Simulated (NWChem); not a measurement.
System: Si2H3Cl3; SMILES [SiH](Cl)(Cl)[SiH2]Cl

Input file for NWChem:

```
start job
memory heap 200 mb stack 900 mb global 1100 mb
geometry units angstroms noautosym nocenter noautoz
  Si     0.754442    -1.249592    -0.560138
  Cl    -0.370907    -2.841123     0.147582
  Si    -0.004917     0.701800     0.482699
  Cl     1.205646     2.242618    -0.182335
  Cl    -1.956127     1.048775    -0.092150
  H      0.573906    -1.130283    -2.033822
  H      2.189741    -1.489867    -0.237254
  H      0.041312     0.681008     1.967904
end
basis spherical
  * library def2-svp
end
dft
  xc m06-2x
  iterations 150
end
cosmo
  do_cosmo_smd true
  solvent acetntrl
end
task dft energy
```

NWChem printed, in part:

```
             Northwest Computational Chemistry Package (NWChem) 7.3.0
             --------------------------------------------------------

                             Geometry "geometry" -> ""
                             -------------------------

 Output coordinates in angstroms (scale by  1.889725989 to convert to a.u.)

  No.       Tag          Charge          X              Y              Z
 ---- ---------------- ---------- -------------- -------------- --------------
    1 Si                  14.0000     0.75444200    -1.24959200    -0.56013800
    2 Cl                  17.0000    -0.37090700    -2.84112300     0.14758200
    3 Si                  14.0000    -0.00491700     0.70180000     0.48269900
    4 Cl                  17.0000     1.20564600     2.24261800    -0.18233500
    5 Cl                  17.0000    -1.95612700     1.04877500    -0.09215000
    6 H                    1.0000     0.57390600    -1.13028300    -2.03382200
    7 H                    1.0000     2.18974100    -1.48986700    -0.23725400
    8 H                    1.0000     0.04131200     0.68100800     1.96790400

 Effective nuclear repulsion energy (a.u.)     488.9150434777

                                 NWChem DFT Module
                                 -----------------

 Summary of "ao basis" -> "ao basis" (spherical)
 ------------------------------------------------------------------------------
       Tag                 Description            Shells   Functions and Types
 ---------------- ------------------------------  ------  ---------------------
 Si                         def2-svp                 8       18   4s3p1d
 Cl                         def2-svp                 8       18   4s3p1d
 H                          def2-svp                 3        5   2s1p

 in cosmo_initialize ...
 calling solv_data for solv:acetntrl

 solvent parameters
 solvname_short: acetntrl
 solvname_long:  acetonitrile
 dielec:       35.6880
 dielecinf:     1.8069
 nonaqueous SMD model solvent descriptors
 dielec:       35.6880
 sola:          0.0700
 solb:          0.3200
 solc:          0.0000
 solg:         41.2500
 solh:          0.0000
 soln:          1.3442

          ---------------
          -cosmo- solvent
          ---------------
 Cosmo: York-Karplus, doi: 10.1021/jp992097l
 dielectric constant -eps-     =  35.69
 screen = (eps-1)/(eps    )    =   0.97198
 surface charge correction     = lagrangian

   van der Waals surface
 --------------------------

[...]

                                COSMO-SMD solvation results
                                ---------------------------

             internal energy in gas <Psi(g)|H|Psi(g)> =     -1960.843035653170
         internal energy in solvent <Psi(s)|H|Psi(s)> =     -1960.842472880841
                               delta internal energy  =         0.000562772330 (    0.35 kcal/mol)
   total free energy in solvent <Psi(s)|H+V/2|Psi(s)> =     -1960.846339530236
 polarization energy contribution <Psi(s)|V/2|Psi(s)> =        -0.003866649395 (   -2.43 kcal/mol)
    total free energy in solvent including G(SMD-CDS) =     -1960.849443432043
                       G(SMD-CDS) energy contribution =        -0.003103901807 (   -1.95 kcal/mol)
     1 M fixed-concentration free energy of solvation =        -0.006407778873 (   -4.02 kcal/mol)

                       DFT Final Molecular Orbital Analysis
                       ------------------------------------

 Vector   39  Occ=2.000000D+00  E=-3.903831D-01
              MO Center= -2.3D-01,  1.5D+00, -9.1D-02, r^2= 4.6D+00
   Bfn.  Coefficient  Atom+Function         Bfn.  Coefficient  Atom+Function
  ----- ------------  ---------------      ----- ------------  ---------------
    65      0.407835  4 Cl px                84      0.356799  5 Cl py
    62      0.300599  4 Cl px                81      0.264500  5 Cl py
    83      0.235612  5 Cl px                67      0.208511  4 Cl pz
    59      0.172695  4 Cl px                80      0.171490  5 Cl px
    64      0.154732  4 Cl pz                78      0.151766  5 Cl py

 Vector   40  Occ=2.000000D+00  E=-3.785565D-01
              MO Center=  2.2D-01, -2.2D+00, -2.8D-01, r^2= 3.2D+00
   Bfn.  Coefficient  Atom+Function         Bfn.  Coefficient  Atom+Function
  ----- ------------  ---------------      ----- ------------  ---------------
    31      0.403507  2 Cl pz                29      0.356184  2 Cl px
    28      0.287838  2 Cl pz                26      0.253671  2 Cl px
    91      0.215235  6 H  s                 96     -0.213769  7 H  s
    25      0.165995  2 Cl pz                92      0.160742  6 H  s
    97     -0.159057  7 H  s                 23      0.146323  2 Cl px

 Vector   41  Occ=2.000000D+00  E=-3.357773D-01
              MO Center=  1.4D-01, -2.2D-01,  2.2D-02, r^2= 5.2D+00
   Bfn.  Coefficient  Atom+Function         Bfn.  Coefficient  Atom+Function
  ----- ------------  ---------------      ----- ------------  ---------------
    30      0.246450  2 Cl py                66     -0.237600  4 Cl py
     9     -0.192330  1 Si py                45      0.191876  3 Si py
    84     -0.183424  5 Cl py                85     -0.167434  5 Cl pz
   101      0.163830  8 H  s                 27      0.162805  2 Cl py
    63     -0.155960  4 Cl py                31      0.152753  2 Cl pz

 Vector   42  Occ=0.000000D+00  E= 5.568933D-03
              MO Center=  3.9D-01, -4.0D-01, -7.7D-02, r^2= 4.5D+00
   Bfn.  Coefficient  Atom+Function         Bfn.  Coefficient  Atom+Function
  ----- ------------  ---------------      ----- ------------  ---------------
    12      0.596228  1 Si py                48      0.479984  3 Si py
    47      0.379174  3 Si px                22      0.371839  2 Cl s
    11      0.359805  1 Si px                30      0.342514  2 Cl py
    58     -0.310100  4 Cl s                 66      0.307614  4 Cl py
    13     -0.229896  1 Si pz                29      0.194170  2 Cl px

[...]
```

Level: M06-2X/def2-SVP, SMD on the gas-phase geometry. All runs use the structure optimised with PBE0/def2-SVP. Solvent: acetonitrile.
